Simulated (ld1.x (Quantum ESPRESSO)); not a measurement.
# Building the TM potential for platinum (LDA (PZ), fully relativistic).

Pt (Z = 78), norm-conserving Troullier–Martins (Kleinman–Bylander form), made with ld1.x (Quantum ESPRESSO) 7.5 (LDA (PZ), fully relativistic). Core [Kr] 4d10 4f14, reference 5s2 5p6 5d9 6s0.5 6p0.5. Waves: 5p (bound): rc 1.55 bohr; 5d (bound): rc 1.85 bohr; 5s (bound): rc 1.50 bohr. Local part: the s channel. Core correction: none.

Open shells are filled in proportion to 2j + 1 (rel_dist='average').

Occupied shells without a wave of their own: 6p, 6s. They enter only through the test configuration that unscreens the potential.

All-electron outer shells of the reference configuration (LDA (PZ), scalar-relativistic, ld1.x):

```csv
shell,level (eV),outermost node (bohr),outermost maximum (bohr)
4d,-307.84,0.20,0.42
5s,-103.26,0.49,0.87
4f,-71.56,–,0.38
5p,-57.36,0.53,0.98
5d,-7.40,0.57,1.26
6s,-6.76,1.14,2.35
6p,-1.57,1.36,3.47
```

What the tests gave:

* Ghost test: no extra level below or beside the all-electron valence levels (p1/2, p3/2, d3/2, d5/2, s, f tested) (spherical-Bessel basis up to 400 Ry, 20 bohr box)
* Largest excitation error: +3287 meV (all-electron minus pseudo) for 5s2 5p6 5d8 6s2 6p0, out of 7 test configurations

The potential misses its own reference levels by up to 2.1 eV, so it is not fit for use.

Generation and tests took about 2.2 s on one core of a shared server CPU.
